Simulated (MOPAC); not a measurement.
MOPAC input (PM7):

```
PM7 PRECISE GNORM=0.05 LET XYZ CHARGE=-1 GEO-OK AUX(PRECISION=9) THREADS=1
H4PSi

Si   -1.18640443 1   -0.20778271 1    0.29922108 1
P     1.10210299 1    0.18323999 1   -0.27539270 1
H    -1.66743176 1    0.52361770 1   -0.97018141 1
H    -1.23077553 1    1.07940623 1    1.14709630 1
H     1.28795047 1   -0.97616809 1   -1.08835501 1
H     1.68837388 1   -0.46649774 1    0.85323543 1
```

Task: What heat of formation does the run end on?

Result: -124.43 kcal/mol.
